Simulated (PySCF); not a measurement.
C₆H₆O, SMILES C(#C)[C@@H]1C(=C)OC1.

Geometry: ωB97X-D3(BJ)/def2-SVP. The structure was generated by enumeration; whether it is a known compound was not checked.

Vertical ionisation energy (IE) and electron affinity (EA) in eV. Rows of orbital energies are one-electron estimates. Where ΔSCF, EOM or ADC give a negative EA the extra electron is unbound and the value depends on the basis.

| level | IE | EA |
|---|---|---|
| −ε(HOMO), −ε(LUMO), r2SCAN/def2-TZVP (PySCF) | 5.67 | 0.39 |
| −ε(HOMO), −ε(LUMO), PBE/def2-TZVP (PySCF) | 5.46 | 0.64 |
